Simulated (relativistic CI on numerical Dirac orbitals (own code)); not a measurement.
Hyperfine structure of Sm33+, mass number 149

Computed by Dirac-Coulomb-Breit CI, orbitals from a KLI potential per configuration, a model potential for QED, unscaled Slater integrals (own radial code, finite nucleus).

CI space (outside the closed core [Ar]): 3d10.4s, 3d10.4p, 3d10.4d, 3d10.4f, 3d10.5s, 3d10.5p, 3d10.5d, 3d10.5f, 3d10.5g, 3d9.4p2, 3d10.6s, 3d10.6p, 3d10.6d, 3d8.4s.4p2, 3d9.4s2, 3d10.6f. Levels of other configurations are missing.

Nuclear spin I = 7/2, μ = -0.6677 μN, Q = 0.075 b (tables of Stone and Pyykkö). The electronic factors are computed for point nuclear moments, without core polarisation or the Bohr-Weisskopf and QED corrections.

| Level | E (eV) | A (GHz) | B (GHz) |
| --- | --- | --- | --- |
| 3d10.4s 2S_1/2 | 0.000 | -133.4 |  |
| 3d10.4p 2P°_1/2 | 69.969 | -40.96 |  |
| 3d10.4p 2P°_3/2 | 109.207 | -5.638 | 4.37 |
| 3d10.4d 2D_3/2 | 220.773 | -2.754 | 0.718 |
| 3d10.4d 2D_5/2 | 228.908 | -1.123 | 0.92 |
| 3d10.4f 2F°_5/2 | 348.503 | -0.537 | 0.219 |
| 3d10.4f 2F°_7/2 | 350.084 | -0.2948 | 0.251 |
| 3d10.5s 2S_1/2 | 562.771 | -61.38 |  |

Levels with J = 0, under 50 % of one LS term, or S terms without an open s electron are left out. Small factors come from cancelling terms and can be off by tens of per cent or more.

At this charge energies of transitions that change n are usually good to better than 1 %, and those within a shell (Δn = 0) to a few per cent.

Task: Give the hyperfine levels of 3d10.4s 2S_1/2 relative to its centre of gravity.

Result: With K = F(F + 1) − I(I + 1) − J(J + 1), E = AK/2: F = 3: 300.2, F = 4: -233.5 GHz.

LS names give the leading component of a level, which can be under half, so a name can repeat, a term be missing and a line seem to break the LS rules.
